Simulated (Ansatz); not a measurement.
Basis-set series for `[SiH3][NH][GeH3]`. Charge 0, multiplicity 1. The structure was optimised at the PBE0-D4/def2-TZVP level.

| functional | basis | functions | energy (Eh) | HOMO (eV) | LUMO (eV) |
| --- | --- | --- | --- | --- | --- |
| PBE0-D4 | def2-TZVPP | 219 | -2425.05695 | -7.28 | -0.01 |
| PBE0-D4 | def2-QZVPP | 426 | -2425.11606 | -7.30 | -0.20 |
| ωB97M-V | def2-TZVPP | 219 | -2425.32869 | -9.56 | 1.62 |
| ωB97M-V | def2-QZVPP | 426 | -2425.38571 | -9.58 | 1.23 |

(1) Give the rows for def2-SVP. (Best estimate.)

Results:

(1) Computed: 
```csv
functional,basis,functions,energy (Eh),HOMO (eV),LUMO (eV)
PBE0-D4,def2-SVP,99,-2424.62186,-7.16,0.41
ωB97M-V,def2-SVP,99,-2424.88974,-9.41,2.24
```

Positive LUMOs are unbound and depend on the basis. Scalar relativity is left out up to krypton.
